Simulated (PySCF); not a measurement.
Match the calculated data to a structure.

All candidates are C2H16Si5.

* Rotational structure: rotational constants A, B, C: 0.867, 0.582, 0.397 GHz [GFN2-xTB]
* 1H NMR: chemical shifts (computed TMS as zero) by class: 3.95 (1 H), 3.94 (1 H), 3.62 (3 H), 3.56 (3 H), 3.52 (1 H), 3.42 (1 H), 3.23 (1 H), 1.23 (3 H), 0.73 (1 H), 0.70 (1 H) ppm [GIAO PBE0/pcSseg-1]
* 13C NMR: chemical shifts (computed TMS as zero) by class: 14.8 (1 C), 6.5 (1 C) ppm [GIAO PBE0/pcSseg-1]
* NMR, other nuclei: isotropic shieldings of nuclei other than C and H, by class: 412 (1 Si), 460 (1 Si), 464 (1 Si), 475 (1 Si), 493 (1 Si) ppm [GIAO PBE0/pcSseg-1]
* Dipole: 0.56 D [PBE0/pcSseg-1]

The electronic properties come from PySCF, for the isolated species, density fitting. Levels stand in brackets. The structure is a single GFN2-xTB conformer in the gas phase; no vibrational or solvent corrections. NMR classes are plain means over equivalent atoms (diastereotopic ones count apart unless rotation or inversion swaps them), as if these changed places fast.

**Question.** Which candidate is it?
A. `[SiH3]C[SiH2][Si@@H]([SiH3])C[SiH3]`
B. `CC[SiH2][Si@@H]([SiH3])[SiH2][SiH3]`
C. `[SiH3]C[SiH2]C([SiH3])([SiH3])[SiH3]`

**Answer.** B. It is `CC[SiH2][Si@@H]([SiH3])[SiH2][SiH3]`. Numbering: `[CH3:1][CH2:2][SiH2:3][Si@@H:4]([SiH3:5])[SiH2:6][SiH3:7]`. Its formula, C2H16Si5, gives 0 degrees of unsaturation, so no ring and no π bond. 2 carbons fall into 2 classes; from least to most shielded: methyl carbon [C1] (14.8 ppm), sp3 carbon bound to silicon [C2] (6.5 ppm). Hydrogen classes from least to most shielded: 1 H on an SiH2 silicon, Si3 (3.95 ppm), 1 H on an SiH2 silicon, Si3 (3.94 ppm), 3 H on an SiH3 silicon, Si5 (3.62 ppm), 3 H on an SiH3 silicon, Si7 (3.56 ppm), 1 H on an SiH2 silicon, Si6 (3.52 ppm), 1 H on an SiH2 silicon, Si6 (3.42 ppm), 1 H on an SiH silicon, Si4 (3.23 ppm), 3 H on a methyl carbon, C1 (1.23 ppm, a mean of values up to 0.5 ppm apart in this geometry), 1 H on an sp3 carbon bound to silicon, C2 (0.73 ppm), 1 H on an sp3 carbon bound to silicon, C2 (0.70 ppm). The other shieldings belong to: 412 ppm, SiH2 silicon [Si3]; 460 ppm, SiH3 silicon [Si5]; 464 ppm, SiH3 silicon [Si7]; 475 ppm, SiH2 silicon [Si6]; 493 ppm, SiH silicon [Si4]. The optimised geometry has point group C1 and is an asymmetric top.

The others, at the same levels:
- `[SiH3]C[SiH2][Si@@H]([SiH3])C[SiH3]` fails: its computed 13C shifts are -14.0 (1 C), -14.9 (1 C) ppm, 1H shifts are 4.35 (1 H), 4.17 (1 H), 4.08 (1 H), 4.02 (3 H), 4.02 (3 H), 3.51 (3 H), 0.04 (1 H), -0.05 (1 H), -0.38 (1 H), -0.39 (1 H) ppm and rotational constant A is 1.283 GHz (against 0.867 GHz).
- `[SiH3]C[SiH2]C([SiH3])([SiH3])[SiH3]` fails: its computed 13C shifts are -12.5 (1 C), -24.5 (1 C) ppm, 1H shifts are 4.37 (2 H), 4.07 (9 H), 3.95 (3 H), -0.01 (2 H) ppm and rotational constant A is 1.449 GHz (against 0.867 GHz).

Each candidate is one conformer, not necessarily the lowest. Dipoles, sizes and rotational constants follow the conformer. The torsions of the flexible species, by atom-mapped SMILES:
- `[CH3:1][CH2:2][SiH2:3][Si@@H:4]([SiH3:5])[SiH2:6][SiH3:7]`: C1–C2–Si3–Si4 -178°, C2–Si3–Si4–Si5 -63°, Si3–Si4–Si6–Si7 63°
- `[SiH3:1][CH2:2][SiH2:3][Si@@H:4]([SiH3:5])[CH2:6][SiH3:7]`: Si1–C2–Si3–Si4 71°, C2–Si3–Si4–Si5 83°, Si3–Si4–C6–Si7 172°
- `[SiH3:1][CH2:2][SiH2:3][C:4]([SiH3:5])([SiH3:6])[SiH3:7]`: Si1–C2–Si3–C4 180°, C2–Si3–C4–Si5 180°
